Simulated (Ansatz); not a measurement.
Isolated molecules relaxed with PBE0-D4/def2-TZVP in Ansatz; ΔE leaves out vibrations. CCSD(T)/CBS adds triple-zeta CCSD(T) − MP2 to the extrapolated MP2 energy (def2 sets, frozen cores). This one scheme is used for every species. Functionals use def2-TZVPP. B3LYP here is the variant with VWN-RPA as its local correlation; programs differ in this. def2 core potentials past Kr. For In outer-core shells are correlated without core-valence functions, which leaves a few kJ/mol of doubt a bond. One conformer a species, not always the lowest.

Consider the formal exchange of groups at the Si–C bond: `O=C[SiH2][CH2][InH2]` + BH₃ → `B[SiH2]C=O` + `[CH3][InH2]`.

`O=C[SiH2][CH2][InH2]`:

```xyz
12

O     0.725    1.377    2.608
C     0.670    0.187    2.428
Si    0.196   -0.583    0.723
C    -0.152    0.707   -0.551
In   -0.683   -0.099   -2.485
H     0.901   -0.504    3.277
H     1.331   -1.474    0.340
H    -0.979   -1.466    0.979
H     0.737    1.333   -0.667
H    -0.974    1.336   -0.197
H     0.573   -0.422   -3.621
H    -2.346   -0.393   -2.833
```

BH₃:

```xyz
4

B     0.000    0.000    0.000
H    -0.201   -0.756   -0.902
H     1.086    0.069    0.490
H    -0.885    0.687    0.411
```

`B[SiH2]C=O`:

Cartesian coordinates in Å:
```
B 1.234 0.537 0.994
Si 0.200 0.189 -0.688
C -1.392 -0.808 -0.230
O -1.593 -1.940 -0.583
H 0.651 0.912 1.969
H 2.417 0.396 1.071
H 0.912 -0.517 -1.782
H -0.285 1.520 -1.167
H -2.143 -0.289 0.415
```

`[CH3][InH2]`:

```xyz
7

C    -0.023   -0.196   -0.990
In    0.047    0.218    1.122
H     0.636   -1.022   -1.258
H    -1.045   -0.467   -1.268
H     0.253    0.689   -1.566
H     0.668   -0.953    2.234
H    -0.537    1.732    1.726
```

```
          level  ΔE (kcal/mol)
        ωB97M-V            8.1
          B3LYP            4.9
CCSD/def2-TZVPP            7.9
 MP2/def2-QZVPP           10.7
```

Question: What does CCSD(T)/CBS give? (Estimate.)

Answer: The calculation gave: +8.6 kcal/mol. The listed levels differ from it by -0.5, -3.7, -0.7, 2.1 kcal/mol.

Largest T1 diagnostic among the species: 0.016.

The D4 term adds +1.6 kcal/mol with B3LYP and +0.9 kcal/mol with PBE0; it sums over pairs of atoms, weighted by their polarisabilities, and B3LYP, whose exchange is more repulsive, gets the larger term. From PBE to PBE0 (25 % exact exchange), in def2-TZVPP and without D4, ΔE moves by +2.1 kcal/mol.
